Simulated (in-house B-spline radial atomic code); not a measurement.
Results of a calculation; reference values are marked as such.
**W in electron gases of falling density**

A nucleus sits in a uniform electron gas with a rigid positive background. The Kohn-Sham equations are solved self-consistently in the spin-unpolarised LDA (PW92), non-relativistic, on B-splines with outgoing waves at the boundary and partial waves to l = 8. The model has no lattice, no bands and no magnetic solution. Atomic units; δ_l are the phase shifts at the Fermi level, counted so that each bound state adds π, and good to about 0.0005. A narrow, partly filled d or f resonance in a thin gas would split by spin, so such rows rest on a solution that is probably unstable.

```
r_s (bohr)     k_F   δ0/π   δ1/π   δ2/π  shallowest bound level (hartree)  σ_tr (bohr²)  Q (a.u.)
       1.5  1.2794  4.573  3.798  2.654                          f -0.652         28.84     2.610
      1.65  1.1631  4.627  3.839  2.663                          f -0.718         34.05     2.104
       1.8  1.0662  4.674  3.872  2.668                          f -0.775         39.96     1.744
         2  0.9596  4.728  3.905  2.670                          f -0.843         49.06     1.405
      2.07  0.9271  4.745  3.914  2.669                          p -0.863         52.57     1.312
       2.2  0.8723  4.774  3.928  2.668                          p -0.893         59.54     1.165
       2.4  0.7996  4.816  3.945  2.664                          p -0.934         71.37     0.986
      2.67  0.7188  4.868  3.959  2.658                          p -0.983         89.56     0.807
         3  0.6397  4.926  3.968  2.648                           p -1.03        115.70     0.654
       3.3  0.5816  4.976  3.970  2.639                           p -1.07        144.01     0.556
       3.6  0.5331  5.024  3.970  2.630                           p -1.09        177.55     0.484
         4  0.4798  5.084  3.966  2.618                           p -1.12        231.69     0.415
```

Q = n k_F σ_tr, with n = 3/(4π r_s³).

Problem. How does the screening charge move between partial waves as the gas thins?

Solution. By (2/π)(2l + 1) δ_l, at r_s = 1.5 it is s 9.15, p 22.79, d 26.54, f and beyond 15.51, and at r_s = 4 s 10.17, p 23.80, d 26.18, f and beyond 13.84. The free atom is [Xe] 4f14 5d4 6s2.

Problem. What end-to-end powers of r_s do the first and last rows give for σ_tr and Q?

Solution. σ_tr goes as r_s^+2.12 and Q as r_s^-1.88. Since n k_F/k_F² goes as r_s⁻², Q = 4π n Σ/k_F would fall as r_s⁻² at fixed phase shifts; the sum Σ (l + 1) sin²(δ_l − δ_(l+1)) is 3.756 in the first row and 4.244 in the last, and ranges from 3.59 to 4.24 between them, so these powers are no law.
